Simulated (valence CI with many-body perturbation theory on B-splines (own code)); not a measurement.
Values are calculated unless marked as measured or tabulated.
# Level structure of Yb⁵⁵⁺

Method: relativistic CI+MBPT: five valence electrons over a frozen Dirac-Fock core [Ne], a basis of 11 s, 11 p, 10 d, 8 f, 5 g, 2 h functions for each j, with the one-electron correlation potential Σ1, the two-electron term Σ2, the three-electron term Σ3, Breit, model QED; selected CI, second order for the rest, scaled by the run's own slope (own B-spline code, finite nucleus).

No measured spectrum was set against this ion. As an estimate, large intervals hold to a few tenths of a per cent, small ones and those within an open d or f shell to about a per cent. Among the levels kept, up to 3000 cm⁻¹ of a level comes from second order outside the variational space, and about a tenth of that is noise between levels of different J, which matters for small intervals.

Levels 91 to 135 of 166, with energies above the lowest level, (3s^2 3p1/2^2 3p3/2) J=3/2. "Leading %" is the weight of the configuration and term that name the level; weights of strongly mixed levels are sums over their largest components and can fall short. In the jj column 3d3/2^4 stands for four electrons in 3d with j = 3/2.

| No. | Configuration | Term | J | E (eV) | Leading % | g | Second component | Leading jj |
| --- | --- | --- | --- | --- | --- | --- | --- | --- |
| 91 | 3s.3p3.3d | 2G° | 7/2 | 938.0 | 57 | 1.057 | 13 % 3s.3p3.3d 6D° | 3s 3p1/2 3p3/2^2 3d3/2 (86 %) |
| 92 | 3s.3p2.3d2 | 4F | 9/2 | 939.5 | 28 | 1.204 | 18 % 3s.3p2.3d2 2G | 3s 3p1/2^2 3d3/2 3d5/2 (94 %) |
| 93 | 3s.3p2.3d2 | 2F | 5/2 | 941.0 | 24 | 1.116 | 13 % 3s.3p2.3d2 4G | 3s 3p1/2^2 3d3/2 3d5/2 (95 %) |
| 94 | 3s.3p3.3d | 6D° | 9/2 | 941.6 | 43 | 1.358 | 24 % 3s.3p3.3d 4G° | 3s 3p1/2 3p3/2^2 3d5/2 (96 %) |
| 95 | 3s.3p3.3d | 2F° | 5/2 | 942.0 | 30 | 1.043 | 12 % 3s.3p3.3d 4G° | 3s 3p1/2 3p3/2^2 3d3/2 (92 %) |
| 96 | 3s.3p2.3d2 | 2D | 3/2 | 946.7 | 20 | 1.064 | 13 % 3s.3p2.3d2 2P | 3s 3p1/2^2 3d3/2 3d5/2 (92 %) |
| 97 | 3s.3p2.3d2 | 2G | 7/2 | 947.4 | 31 | 0.926 | 26 % 3s.3p2.3d2 4H | 3s 3p1/2^2 3d3/2 3d5/2 (97 %) |
| 98 | 3s.3p3.3d | 4D° | 7/2 | 947.8 | 45 | 1.322 | 22 % 3s.3p3.3d 4F° | 3s 3p1/2 3p3/2^2 3d5/2 (84 %) |
| 99 | 3s.3p2.3d2 | 2P | 1/2 | 953.1 | 35 | 1.170 | 22 % 3s.3p2.3d2 4D | 3s 3p1/2^2 3d3/2 3d5/2 (93 %) |
| 100 | 3s.3p3.3d | 4D° | 3/2 | 956.6 | 24 | 1.303 | 16 % 3s.3p3.3d 2P° | 3s 3p1/2 3p3/2^2 3d3/2 (77 %) |
| 101 | 3s.3p3.3d | 2P° | 1/2 | 956.8 | 42 | 0.963 | 21 % 3s.3p3.3d 4D° | 3s 3p1/2 3p3/2^2 3d3/2 (84 %) |
| 102 | 3s.3p3.3d | 2F° | 5/2 | 958.8 | 21 | 1.028 | 13 % 3s.3p3.3d 2D° | 3s 3p1/2 3p3/2^2 3d3/2 (72 %) |
| 103 | 3s.3p3.3d | 4G° | 11/2 | 963.2 | 97 | 1.261 |  | 3s 3p1/2 3p3/2^2 3d5/2 (97 %) |
| 104 | 3s.3p3.3d | 4D° | 1/2 | 964.1 | 40 | 0.644 | 23 % 3s.3p3.3d 2P° | 3s 3p1/2 3p3/2^2 3d3/2 (76 %) |
| 105 | 3s.3p3.3d | 4D° | 3/2 | 964.8 | 11 | 1.057 | 9 % 3p5 2P° | 3s 3p1/2 3p3/2^2 3d3/2 (58 %) |
| 106 | 3s.3p3.3d | 4F° | 9/2 | 965.4 | 56 | 1.244 | 29 % 3s.3p3.3d 2G° | 3s 3p1/2 3p3/2^2 3d5/2 (92 %) |
| 107 | 3s.3p3.3d | 4D° | 1/2 | 966.7 | 28 | 1.255 | 25 % 3s.3p3.3d 4P° | 3s 3p1/2 3p3/2^2 3d5/2 (80 %) |
| 108 | 3s.3p3.3d | 4D° | 5/2 | 978.1 | 41 | 1.311 | 9 % 3s.3p3.3d 2F° | 3s 3p1/2 3p3/2^2 3d5/2 (88 %) |
| 109 | 3s.3p3.3d | 2D° | 3/2 | 983.4 | 29 | 1.193 | 28 % 3s.3p3.3d 4D° | 3s 3p1/2 3p3/2^2 3d5/2 (93 %) |
| 110 | 3s.3p3.3d | 2P° | 1/2 | 984.0 | 41 | 1.294 | 37 % 3s.3p3.3d 2S° | 3s 3p1/2 3p3/2^2 3d5/2 (72 %) |
| 111 | 3s.3p3.3d | 2F° | 7/2 | 985.0 | 48 | 1.124 | 18 % 3s.3p3.3d 2G° | 3s 3p1/2 3p3/2^2 3d5/2 (85 %) |
| 112 | 3s.3p3.3d | 4D° | 5/2 | 987.5 | 30 | 1.306 | 22 % 3s.3p3.3d 4P° | 3s 3p1/2 3p3/2^2 3d5/2 (84 %) |
| 113 | 3s.3p3.3d | 4D° | 7/2 | 995.1 | 32 | 1.217 | 14 % 3s.3p3.3d 2F° | 3s 3p1/2 3p3/2^2 3d5/2 (82 %) |
| 114 | 3s.3p3.3d | 2P° | 3/2 | 996.1 | 39 | 1.347 | 17 % 3s.3p3.3d 4S° | 3s 3p1/2 3p3/2^2 3d5/2 (79 %) |
| 115 | 3s.3p3.3d | 2G° | 9/2 | 997.3 | 63 | 1.127 | 9 % 3s.3p3.3d 4G° | 3s 3p1/2 3p3/2^2 3d5/2 (76 %) |
| 116 | 3s.3p3.3d | 4D° | 5/2 | 999.0 | 32 | 1.174 | 21 % 3s.3p3.3d 2D° | 3s 3p1/2 3p3/2^2 3d5/2 (86 %) |
| 117 | 3s.3p2.3d2 | 4F | 9/2 | 1000.0 | 27 | 1.256 | 13 % 3s.3p2.3d2 6D | 3s 3p1/2^2 3d5/2^2 (92 %) |
| 118 | 3s2.3p.3d2 | 2G° | 7/2 | 1003.9 | 28 | 1.053 | 20 % 3s2.3p.3d2 4G° | 3s^2 3p3/2 3d3/2^2 (79 %) |
| 119 | 3s.3p4 | 2S | 1/2 | 1004.6 | 34 | 1.827 | 34 % 3s.3p4 4P | 3s 3p3/2^4 (95 %) |
| 120 | 3s.3p3.3d | 2F° | 5/2 | 1005.3 | 29 | 1.092 | 13 % 3s.3p3.3d 4P° | 3s 3p1/2 3p3/2^2 3d5/2 (73 %) |
| 121 | 3s.3p3.3d | 4D° | 7/2 | 1006.9 | 36 | 1.240 | 24 % 3s.3p3.3d 2F° | 3s 3p1/2 3p3/2^2 3d5/2 (96 %) |
| 122 | 3s2.3p.3d2 | 4F° | 5/2 | 1008.3 | 24 | 1.054 | 12 % 3s.3p3.3d 2D° | 3s^2 3p3/2 3d3/2^2 (50 %) |
| 123 | 3s2.3p.3d2 | 4D° | 1/2 | 1008.6 | 56 | 0.415 | 11 % 3s2.3p.3d2 2P° | 3s^2 3p3/2 3d3/2^2 (65 %) |
| 124 | 3s2.3p.3d2 | 4D° | 3/2 | 1009.1 | 28 | 0.953 | 14 % 3s2.3p.3d2 4F° | 3s^2 3p3/2 3d3/2^2 (54 %) |
| 125 | 3s.3p3.3d | 2P° | 3/2 | 1011.2 | 38 | 1.067 | 23 % 3s.3p3.3d 2D° | 3s 3p1/2 3p3/2^2 3d5/2 (79 %) |
| 126 | 3s.3p2.3d2 | 2D | 5/2 | 1011.6 | 19 | 1.351 | 11 % 3s.3p2.3d2 4D | 3s 3p1/2^2 3d5/2^2 (95 %) |
| 127 | 3s.3p3.3d | 2F° | 7/2 | 1011.7 | 41 | 1.174 | 11 % 3s.3p3.3d 2G° | 3s 3p1/2 3p3/2^2 3d5/2 (74 %) |
| 128 | 3s.3p3.3d | 2D° | 5/2 | 1014.1 | 39 | 1.166 | 17 % 3s.3p3.3d 2F° | 3s 3p1/2 3p3/2^2 3d5/2 (87 %) |
| 129 | 3s.3p2.3d2 | 2F | 7/2 | 1016.9 | 23 | 1.080 | 11 % 3s.3p2.3d2 4G | 3s 3p1/2^2 3d5/2^2 (93 %) |
| 130 | 3s.3p3.3d | 2S° | 1/2 | 1020.2 | 24 | 1.145 | 21 % 3s.3p3.3d 2P° | 3s 3p1/2 3p3/2^2 3d5/2 (74 %) |
| 131 | 3s.3p2.3d2 | 2D | 3/2 | 1022.7 | 22 | 1.088 | 16 % 3s.3p2.3d2 4F | 3s 3p1/2^2 3d5/2^2 (92 %) |
| 132 | 3s.3p3.3d | 2D° | 3/2 | 1023.8 | 27 | 1.130 | 9 % 3s.3p3.3d 4D° | 3s 3p1/2 3p3/2^2 3d5/2 (68 %) |
| 133 | 3s2.3p.3d2 | 2P° | 3/2 | 1029.2 | 15 | 1.333 | 14 % 3s2.3p.3d2 4S° | 3s^2 3p3/2 3d3/2^2 (55 %) |
| 134 | 3s.3p3.3d | 2D° | 5/2 | 1030.4 | 31 | 1.077 | 14 % 3s.3p3.3d 2F° | 3s 3p1/2 3p3/2^2 3d5/2 (81 %) |
| 135 | 3s.3p3.3d | 2P° | 3/2 | 1032.4 | 21 | 1.174 | 18 % 3s.3p3.3d 2D° | 3s 3p1/2 3p3/2^2 3d5/2 (70 %) |

Where two levels of one J and parity lie close, their mixing, g and order are uncertain.
